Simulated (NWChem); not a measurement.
System: PbNH$_{2}$Cl, singlet; SMILES [Cl][Pb][NH2]

Input file for NWChem:

```
start job
memory heap 200 mb stack 900 mb global 1100 mb
geometry units angstroms noautoz
  Pb    -0.253199    -0.373393    -0.000055
  Cl     0.190721     2.091048    -0.000357
  N      1.818750    -0.835469     0.001521
  H      2.230503    -1.764145     0.001731
  H      2.531037    -0.109856     0.001816
end
basis spherical
  Pb library def2-svp
  Cl library def2-svp
  N library def2-svp
  H library def2-svp
end
ecp
  Pb library def2-ecp
end
dft
  xc mn15-l
  iterations 150
  mulliken
end
task dft energy
```

Output (shortened):

```
             Northwest Computational Chemistry Package (NWChem) 7.3.0
             --------------------------------------------------------

 CS  symmetry detected

                             Geometry "geometry" -> ""
                             -------------------------

 Output coordinates in angstroms (scale by  1.889725989 to convert to a.u.)

  No.       Tag          Charge          X              Y              Z
 ---- ---------------- ---------- -------------- -------------- --------------
    1 Pb                  82.0000    -0.23275528    -0.36136864     0.00000000
    2 Cl                  17.0000     0.07017256     2.12434438     0.00000000
    3 N                    7.0000     1.86213598    -0.70476340     0.00000000
    4 H                    1.0000     2.32608031    -1.60849746     0.00000000
    5 H                    1.0000     2.53196751     0.06021556     0.00000000

 Effective nuclear repulsion energy (a.u.)     499.7010215014

      Symmetry information
      --------------------

 Group name             Cs
 Group number              2
 Group order               2
 No. of unique centers     5

                                 NWChem DFT Module
                                 -----------------

 Summary of "ao basis" -> "ao basis" (spherical)
 ------------------------------------------------------------------------------
       Tag                 Description            Shells   Functions and Types
 ---------------- ------------------------------  ------  ---------------------
 Pb                         def2-svp                10       26   4s4p2d
 Cl                         def2-svp                 8       18   4s3p1d
 N                          def2-svp                 6       14   3s2p1d
 H                          def2-svp                 3        5   2s1p

      Symmetry analysis of basis
      --------------------------

        a'         49
        a"         19

            General Information
            -------------------
          SCF calculation type: DFT
          Wavefunction type:  closed shell.
          No. of atoms     :     5
          No. of electrons :    48
           Alpha electrons :    24
            Beta electrons :    24
          Charge           :     0
          Spin multiplicity:     1
          Use of symmetry is: on ; symmetry adaption is: on
          Maximum number of iterations: 150
          AO basis - number of functions:    68
                     number of shells:    30
          Convergence on energy requested:  1.00D-06
          Convergence on density requested:  1.00D-05
          Convergence on gradient requested:  5.00D-04

              XC Information
              --------------
                       MN15-L Method XC Functional
                        MN15-L Exchange Functional  1.000
                      MN15-L Correlation Potential  1.000

             Grid Information
             ----------------
          Grid used for XC integration:  medium
          Radial quadrature: Mura-Knowles
          Angular quadrature: Lebedev.
          Tag              B.-S. Rad. Rad. Pts. Rad. Cut. Ang. Pts.
          ---              ---------- --------- --------- ---------
          Pb                  1.80      123           9.0       590
          Cl                  1.00       88          11.0       590
          N                   0.65       49           9.0       434
          H                   0.35       45          11.0       434
          Grid pruning is: on
          Number of quadrature shells:   350
          Spatial weights used:  Erf1

      Superposition of Atomic Density Guess
      -------------------------------------

 Sum of atomic energies:        -733.92635208

      Non-variational initial energy
      ------------------------------

 Total energy =    -706.731515
 1-e energy   =   -1358.259929
 2-e energy   =     494.581150
 HOMO         =      -0.320031
 LUMO         =      -0.035582

      Symmetry analysis of molecular orbitals - initial
      -------------------------------------------------

  Numbering of irreducible representations:

     1 a'          2 a"

  Orbital symmetries:

     1 a'          2 a'          3 a'          4 a'          5 a'
     6 a"          7 a'          8 a'          9 a'         10 a"
    11 a'         12 a'         13 a'         14 a"         15 a'
    16 a"         17 a'         18 a'         19 a'         20 a'
    21 a"         22 a'         23 a"         24 a'         25 a"
    26 a'         27 a'         28 a'         29 a'         30 a'
    31 a"         32 a'         33 a'         34 a'

     ---------------------------------------------
      Total Density - Mulliken Population Analysis
     ---------------------------------------------

    Atom       Charge   Shell Charges
 -----------   ------   -------------------------------------------------------
    1 Pb  22    20.75   2.99 -0.94  1.20  0.68  3.37  2.61  0.50  0.28  9.74  0.32
    2 Cl  17    17.69   2.00  1.99  1.24  0.74  5.94  2.22  3.55  0.01
    3 N    7     8.02   1.99  1.05  0.52  2.60  1.86  0.01
    4 H    1     0.77   0.60  0.13  0.05
    5 H    1     0.78   0.60  0.14  0.05

   convergence    iter        energy       DeltaE   RMS-Dens  Diis-err
 ---------------- ----- ----------------- --------- --------- ---------
 d= 0,ls=0.0,diis     1   -708.0896869024 -8.65D+02  3.18D-02  7.10D-01
 d= 0,ls=0.0,diis     2   -707.3701392514  7.20D-01  2.60D-02  4.48D+00
 d= 0,ls=0.0,diis     3   -708.1418266449 -7.72D-01  8.74D-03  2.02D-01
 d= 0,ls=0.0,diis     4   -708.1701361349 -2.83D-02  3.66D-03  4.06D-02
 d= 0,ls=0.0,diis     5   -708.1775643443 -7.43D-03  6.60D-04  1.00D-03
  Resetting Diis
 d= 0,ls=0.0,diis     6   -708.1777132881 -1.49D-04  1.14D-04  4.10D-05
 d= 0,ls=0.0,diis     7   -708.1777183843 -5.10D-06  3.56D-05  1.05D-06
 d= 0,ls=0.0,diis     8   -708.1777184316 -4.73D-08  1.59D-05  8.44D-07
 d= 0,ls=0.0,diis     9   -708.1777185464 -1.15D-07  3.94D-06  5.71D-08

         Total DFT energy =     -708.177718546361
      One electron energy =    -1360.112391290070
           Coulomb energy =      546.185995545442
    Exchange-Corr. energy =      -51.198586702422
 Nuclear repulsion energy =      156.947263900690

 Numeric. integr. density =       47.999997150582

                  Occupations of the irreducible representations
                  ----------------------------------------------

                     irrep           alpha         beta
                     --------     --------     --------
                     a'               18.0         18.0
                     a"                6.0          6.0

                       DFT Final Molecular Orbital Analysis
                       ------------------------------------

 Vector   22  Occ=2.000000D+00  E=-2.651760D-01  Symmetry=a"
              MO Center=  1.6D-01,  1.7D+00,  3.1D-14, r^2= 2.3D+00
   Bfn.  Coefficient  Atom+Function         Bfn.  Coefficient  Atom+Function
  ----- ------------  ---------------      ----- ------------  ---------------
    39      0.597304  2 Cl pz                36      0.414172  2 Cl pz
    33      0.246795  2 Cl pz                13      0.147299  1 Pb pz
    16      0.145984  1 Pb pz                50     -0.137226  3 N  pz
    53      0.114708  3 N  pz                10     -0.056602  1 Pb pz
    18     -0.055990  1 Pb d -1               7     -0.055301  1 Pb pz

 Vector   23  Occ=2.000000D+00  E=-2.477771D-01  Symmetry=a'
              MO Center=  1.7D-01,  1.3D+00,  1.2D-15, r^2= 3.5D+00
   Bfn.  Coefficient  Atom+Function         Bfn.  Coefficient  Atom+Function
  ----- ------------  ---------------      ----- ------------  ---------------
    37      0.553930  2 Cl px                34      0.377451  2 Cl px
     3      0.263576  1 Pb s                 47     -0.227372  3 N  s
    31      0.224530  2 Cl px                 4      0.221634  1 Pb s
     1     -0.190059  1 Pb s                 48     -0.187015  3 N  px
    38      0.154857  2 Cl py                51      0.154192  3 N  px

 Vector   24  Occ=2.000000D+00  E=-2.260167D-01  Symmetry=a"
              MO Center=  1.5D+00, -3.7D-01, -1.9D-14, r^2= 2.4D+00
   Bfn.  Coefficient  Atom+Function         Bfn.  Coefficient  Atom+Function
  ----- ------------  ---------------      ----- ------------  ---------------
    50      0.507493  3 N  pz                53     -0.466276  3 N  pz
    39      0.249501  2 Cl pz                36      0.162251  2 Cl pz
    13     -0.147941  1 Pb pz                16     -0.129580  1 Pb pz
    33      0.096712  2 Cl pz                20     -0.081834  1 Pb d  1
    10      0.056226  1 Pb pz                 7      0.054745  1 Pb pz

 Vector   25  Occ=0.000000D+00  E=-9.350869D-02  Symmetry=a"
              MO Center= -6.0D-02, -3.4D-01,  3.1D-13, r^2= 4.0D+00
   Bfn.  Coefficient  Atom+Function         Bfn.  Coefficient  Atom+Function
  ----- ------------  ---------------      ----- ------------  ---------------
    16      0.577831  1 Pb pz                13      0.533428  1 Pb pz
    53     -0.273905  3 N  pz                50      0.242661  3 N  pz
    39     -0.214407  2 Cl pz                10     -0.184105  1 Pb pz
     7     -0.177601  1 Pb pz                36     -0.118064  2 Cl pz
    33     -0.069812  2 Cl pz                20     -0.055505  1 Pb d  1

 Vector   26  Occ=0.000000D+00  E=-3.276116D-02  Symmetry=a'
              MO Center= -2.6D-01, -4.4D-01,  2.7D-16, r^2= 4.8D+00
   Bfn.  Coefficient  Atom+Function         Bfn.  Coefficient  Atom+Function
  ----- ------------  ---------------      ----- ------------  ---------------
    15      0.825761  1 Pb py                12      0.437045  1 Pb py
    38      0.403127  2 Cl py                30     -0.387034  2 Cl s
     3      0.293944  1 Pb s                 47      0.233848  3 N  s
    35      0.183002  2 Cl py                65     -0.176215  5 H  s
     9     -0.160166  1 Pb py                 6     -0.153673  1 Pb py

 Vector   27  Occ=0.000000D+00  E= 1.261611D-03  Symmetry=a'
              MO Center= -1.5D-02, -4.2D-01,  1.5D-14, r^2= 5.8D+00
   Bfn.  Coefficient  Atom+Function         Bfn.  Coefficient  Atom+Function
  ----- ------------  ---------------      ----- ------------  ---------------
    14      0.897270  1 Pb px                47     -0.824081  3 N  s
     3      0.393255  1 Pb s                 60      0.312477  4 H  s
    11      0.310248  1 Pb px                46     -0.209975  3 N  s
    38      0.206559  2 Cl py                 1     -0.205227  1 Pb s
    51      0.190291  3 N  px                37     -0.161293  2 Cl px

     ---------------------------------------------
      Total Density - Mulliken Population Analysis
     ---------------------------------------------

    Atom       Charge   Shell Charges
 -----------   ------   -------------------------------------------------------
    1 Pb  22    21.27   3.00 -0.94  1.33  0.52  3.37  2.62  0.83  0.46  9.67  0.43
    2 Cl  17    17.45   2.00  1.98  1.15  0.85  5.94  2.06  3.46  0.01
    3 N    7     7.56   1.99  0.99  0.57  2.29  1.73  0.01
    4 H    1     0.86   0.70  0.12  0.05
    5 H    1     0.85   0.69  0.12  0.05

     -------------------------------------------
      Total Density - Lowdin Population Analysis
     -------------------------------------------

    Atom       Charge   Shell Charges
 -----------   ------   -------------------------------------------------------
    1 Pb  22    21.60   1.48  0.48  1.08  0.78  3.09  2.69  1.03  0.72  9.30  0.95
    2 Cl  17    17.24   2.00  1.95  1.02  0.88  5.82  2.23  3.32  0.01
    3 N    7     7.28   1.97  0.75  0.48  2.13  1.92  0.02
    4 H    1     0.95   0.59  0.22  0.13
    5 H    1     0.94   0.59  0.22  0.13

     Multipole analysis of the density
     ---------------------------------

     L   x y z        total         alpha         beta         nuclear
     -   - - -        -----         -----         ----         -------
     0   0 0 0     -0.000000    -24.000000    -24.000000     48.000000

     1   1 0 0     -0.109317    -13.249970    -13.249970     26.390622
     1   0 1 0     -1.613017    -21.293140    -21.293140     40.973263
     1   0 0 1     -0.000000     -0.000000     -0.000000      0.000000

     2   2 0 0    -32.646056    -83.048228    -83.048228    133.450401
     2   1 1 0     -0.390806     14.786918     14.786918    -29.964642
     2   1 0 1      0.000000      0.000000      0.000000      0.000000
     2   0 2 0    -38.396449   -172.144970   -172.144970    305.893492
     2   0 1 1     -0.000000     -0.000000     -0.000000      0.000000
     2   0 0 2    -34.138600    -17.069300    -17.069300      0.000000
```

Level: MN15-L/def2-SVP with def2 effective core potentials on Pb. Low-valent species are run as closed-shell singlets; no triplet was tried in these runs. All runs use the structure optimised with PBE0/def2-SVP. def2 effective core potentials on Pb; no spin-orbit coupling.
